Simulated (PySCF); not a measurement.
## SiH3O3F

The system: SiH3O3F, a small molecule; neutral, singlet. The structure, one conformer, was relaxed in the gas phase by PBE0-D3(BJ)/def2-SVP. No frequency run checks that it is a minimum.

SMILES: O[Si](O)(O)F

| atom | x (Å) | y (Å) | z (Å) |
| --- | --- | --- | --- |
| O1 | -0.374 | 0.499 | 1.476 |
| Si2 | 0.024 | 0.062 | -0.049 |
| O3 | 1.329 | -0.922 | -0.033 |
| O4 | -1.240 | -0.686 | -0.766 |
| F5 | 0.392 | 1.392 | -0.896 |
| H6 | 0.291 | 0.960 | 1.994 |
| H7 | 1.666 | -1.224 | -0.881 |
| H8 | -2.068 | -0.201 | -0.820 |

Shieldings: GIAO PBE0/pcSseg-2. Shifts are against computed references at the same level: H TMS (σ 31.24 ppm), Si TMS (σ 341.3 ppm). Core levels by delta-SCF with SCAN, pcX-2 on the ionised atom and pcseg-1 elsewhere, spin-free X2C (2p3/2 is the spin-free 2p value less a third of a first-order spin-orbit splitting); from the vacuum level, for chosen atoms.

Question: Give the shieldings and core levels atom by atom.

Answer: 
| atoms | bonded to | σ (ppm) | δ (ppm) | core level (eV) |
| --- | --- | --- | --- | --- |
| O1 O3 O4 | 1 Si + 1 H | 287.7 | - | 1s 539.42 |
| Si2 | 1 F + 3 O | 415.8 | -74.5 | 2p3/2 109.42 |
| F5 | 1 Si | 318.8 | - | 1s 692.64 |
| H6 H7 H8 | 1 O | 29.36 | 1.89 | - |

Values are those of this one static structure; atoms that internal rotation interchanges would show their mean in an NMR spectrum.

Question: By CAM-B3LYP/def2-SVPD (TDDFT singlets, Tamm-Dancoff triplets, ionisation by delta-SCF), where does absorption start, and what does vertical ionisation take?

Answer: The lowest singlet lies at 8.34 eV (f 0.010), the strongest of the first 6 at 9.43 eV (f 0.082), the lowest triplet at 7.97 eV; vertical ionisation takes 12.64 eV.

The 3 runs behind this took 110 s in all, one thread each of Arm Neoverse V1 on a shared host, launched as `OMP_NUM_THREADS=1 python cluster_run.py task.json out`.
